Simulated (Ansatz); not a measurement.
1-fluorobutane (C4H9F), SMILES CCCCF.

Geometry optimised at r2SCAN-D4/def2-SVP. One conformer was computed; it need not be the lowest.

Two levels are set side by side: PBE/def2-TZVPD (Ansatz, a quantum-chemistry and plane-wave program) and CAM-B3LYP/def2-TZVPD (Ansatz). Energy differences of separate SCF runs at the same geometry; the states with an electron removed or added have multiplicity 2 and 2. Differences are taken from unrounded values.

```csv
quantity,CAM-B3LYP,PBE,PBE minus CAM-B3LYP
vertical ionisation energy (eV),11.46,10.56,-0.90
vertical singlet–triplet gap (eV),8.67,7.60,-1.07
```
